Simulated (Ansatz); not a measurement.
`C=C[SiH](F)Cl`, charge 0, multiplicity 1.

(1) Give a relaxed structure at PBE0-D4/def2-TZVP (Ansatz). (Estimate.)

## Answers

(1) Computed: 
Z-matrix (Å, degrees):
```
Si
C 1 1.837
Cl 1 2.043 2 110.7
F 1 1.592 2 110.7 3 117.9
H 1 1.477 2 111.3 3 -121.4
C 2 1.331 1 120.4 3 122.1
H 2 1.088 1 120.3 3 -57.2
H 6 1.087 2 121.7 1 0.5
H 6 1.086 2 122.3 1 -179.4
```
This is one stationary point; other conformers may exist.
